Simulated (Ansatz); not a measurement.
`C[CH2][Al]([Cl])[Cl]` at its PBE0-D4/def2-TZVP geometry, where that method's forces vanish. The species carries charge 0 and has multiplicity 1.

```
atom   x (Å)   y (Å)   z (Å)
  C1  -0.614  -1.180   0.323
  C2   0.599  -0.325  -0.038
 Al3   0.250   1.560  -0.334
 Cl4  -1.675   2.363  -0.176
 Cl5   1.789   2.887  -0.829
  H6  -0.336  -2.227   0.470
  H7  -1.377  -1.150  -0.458
  H8  -1.093  -0.836   1.243
  H9   1.368  -0.389   0.742
 H10   1.089  -0.704  -0.943
```

Q: For each bond, give half the difference of the two atoms' forces along it (eV/Å; positive pushes the atoms apart) under PBE-D4, r2SCAN-D4, B3LYP-D4, ωB97M-V in def2-TZVPP. (Best estimate.)

A: Computed: 
| bond | length (Å) | PBE-D4 | r2SCAN-D4 | B3LYP-D4 | ωB97M-V |
| --- | --- | --- | --- | --- | --- |
| C1–C2 | 1.527 | 0.00 | 0.15 | 0.23 | 0.24 |
| C1–H6 | 1.093 | 0.11 | -0.04 | -0.08 | -0.10 |
| C1–H7 | 1.092 | 0.10 | -0.03 | -0.07 | -0.07 |
| C1–H8 | 1.092 | 0.10 | -0.03 | -0.07 | -0.07 |
| C2–Al3 | 1.939 | -0.04 | -0.07 | -0.04 | -0.10 |
| C2–H9 | 1.097 | 0.11 | -0.01 | -0.08 | -0.09 |
| C2–H10 | 1.097 | 0.11 | -0.01 | -0.09 | -0.09 |
| Al3–Cl4 | 2.092 | 0.15 | 0.03 | 0.09 | 0.04 |
| Al3–Cl5 | 2.091 | 0.14 | 0.03 | 0.08 | 0.04 |

B3LYP here is the variant with VWN-RPA as its local correlation; programs differ in this.
